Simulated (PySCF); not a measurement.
# Removal energies of Gd⁵⁴⁺ from EOM-IP-GCCSD

Reference: closed-shell Gd⁵⁴⁺, [Ne]; one electron is removed. Calculated with PySCF 2.14, two-component X2C-1e with screened spin-orbit coupling, an uncontracted even-tempered set (17 s from 8.3 bohr⁻², ratio 2.6; 13 p from 11 bohr⁻², ratio 2.6; 6 d from 11 bohr⁻², ratio 2.8; 3 f from 240 bohr⁻², ratio 2.8); frozen 1s2; the 48 highest virtual spinors dropped; of the others 44 kept and the rest restored at second order. No Breit or QED terms. Binding energies in eV.

```json
{"level": "2s1/2", "Koopmans": "12396.5"}
{"level": "2p1/2", "Koopmans": "12012.9"}
{"level": "2p3/2", "Koopmans": "11286.4"}
```

Problem. How does correlation move these levels?

Solution. 2s1/2: second order 12393.2, EOM-CCSD 12393.2; 2p1/2: second order 12010.4, EOM-CCSD 12010.4; 2p3/2: second order 11284.6, EOM-CCSD 11284.6.

For comparison, the ionisation energy of Gd⁵⁴⁺ is 11273 ± 5 eV (theoretical estimate listed by NIST; NIST Atomic Spectra Database, ionization energies).
